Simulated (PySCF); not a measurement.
## Field gradients at the hydrogen positions

C₅H₁₃FSSi.
Geometry (GFN2-xTB, Å), atoms numbered from 1 in this order:
```
atom  x, y, z in Å
C1     3.121    0.408    0.109
C2     2.740   -1.056    0.184
S3     1.145   -1.297    1.055
Si4   -0.272   -0.852   -0.490
F5     0.552   -0.324   -1.781
C6    -1.456    0.532    0.042
C7    -2.487    0.822   -1.047
C8    -2.152    0.198    1.361
H9     4.111    0.509   -0.333
H10    3.136    0.844    1.105
H11    2.411    0.959   -0.503
H12    3.463   -1.620    0.773
H13    2.655   -1.504   -0.804
H14   -0.880   -2.076   -0.984
H15   -0.872    1.448    0.198
H16   -3.121   -0.046   -1.214
H17   -3.123    1.656   -0.757
H18   -1.999    1.073   -1.986
H19   -2.786   -0.678    1.246
H20   -1.421   -0.010    2.140
H21   -2.775    1.030    1.686
```

Level: PBE0/pcSseg-1 (PySCF, non-relativistic); Q(2H) = 0.00286 b; rigid geometry, the same for H and D, with no vibrational averaging.

Problem. Rank these positions by the coupling χzz of a deuteron there, largest first.
A. H15 (methine hydrogen)
B. H14 (Si–H hydrogen)
C. H10 (methyl hydrogen)
D. H12 (methylene hydrogen)

Solution. C (210 kHz), D (206 kHz), A (199 kHz), B (112 kHz).

Problem. What are Vzz, η and χzz (234.96 MHz × Q × Vzz) at all hydrogens?

Solution. 
```tsv
atom	bonded to	bond length (Å)	Vzz (au)	η	χzz (kHz)
H9	C1	1.088	0.3147	0.03	211
H10	C1	1.088	0.3126	0.03	210
H11	C1	1.087	0.3114	0.03	209
H12	C2	1.089	0.3064	0.04	206
H13	C2	1.088	0.3066	0.05	206
H14	Si4	1.453	0.1672	0.02	112
H15	C6	1.098	0.2959	0.01	199
H16	C7	1.088	0.3136	0.03	211
H17	C7	1.089	0.3135	0.02	211
H18	C7	1.087	0.3134	0.02	211
H19	C8	1.088	0.3134	0.03	211
H20	C8	1.088	0.3112	0.02	209
H21	C8	1.089	0.3139	0.02	211
```

Problem. Average by the element that carries the hydrogen.

Solution. on C: 209 kHz over 12 positions, mean bond length 1.089 Å; on Si: 112 kHz over 1 position, mean bond length 1.453 Å.

Problem. A static deuteron (I = 1) shows a doublet split by (3/2)χ, (3/4)χ(1 + η) and (3/4)χ(1 − η) with the field along z, y and x of the gradient. What are these for H12?

Solution. With |χ| = 205.9 kHz and η = 0.042: 309, 161 and 148 kHz, to first order and without motion.

The structure is a single GFN2-xTB conformer in the gas phase; no vibrational or solvent corrections. GFN2-xTB bond lengths can be off by several hundredths of an ångström, more for odd bonds, and the gradients follow them. The small basis limits the accuracy of the gradients.

The run behind these numbers computed NMR shieldings as well. Time: 92 s (with the writing of density and orbital grids); peak memory 0.96 GiB. Hardware: one thread of an Arm Neoverse N1, shared host with 64 logical CPUs at a one-minute load of 58.
